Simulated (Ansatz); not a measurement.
`[OH][Ti]([F])([SH])[Cl]`. Total charge 0; spin multiplicity 1.

```xyz
7

O    -1.099    0.786   -0.456
Ti    0.049   -0.117    0.520
F     0.638    0.789    1.889
S     1.846   -0.610   -0.796
Cl   -0.887   -1.965    1.249
H    -1.659    1.562   -0.492
H     1.113   -0.444   -1.913
```

Q: What are the harmonic wavenumbers in cm⁻¹ at PBE0-D4/def2-TZVP (Ansatz, finite differences of forces, unscaled)? (Estimate.)

A: Ansatz gave: 102, 116, 125, 161, 175, 193, 227, 325, 422, 486, 540, 766, 834, 2700, 3938.

Q: Is this a minimum?

A: Yes, all 15 modes are real.

Q: Give the ideal-gas thermochemistry at 298.15 K and 1 bar (rigid rotor, harmonic oscillator; point group C1, symmetry number 1).

A: Zero-point energy 66.5 kJ/mol; H(298) − E = 91.4 kJ/mol; entropy 384.7 J/(mol·K), of which translation 171.5, rotation 119.1, vibration 94.0; G(298) − E = -23.3 kJ/mol.

Q: And at 400, 500, 600, 800 and 1000 K?

A: 
```json
{"T (K)": "400", "H − E (kJ/mol)": "103.7", "S (J/mol/K)": "420.4", "G − E (kJ/mol)": "-64.4"}
{"T (K)": "500", "H − E (kJ/mol)": "116.6", "S (J/mol/K)": "448.9", "G − E (kJ/mol)": "-107.9"}
{"T (K)": "600", "H − E (kJ/mol)": "129.8", "S (J/mol/K)": "473.1", "G − E (kJ/mol)": "-154.0"}
{"T (K)": "800", "H − E (kJ/mol)": "157.1", "S (J/mol/K)": "512.3", "G − E (kJ/mol)": "-252.7"}
{"T (K)": "1000", "H − E (kJ/mol)": "185.1", "S (J/mol/K)": "543.5", "G − E (kJ/mol)": "-358.4"}
```
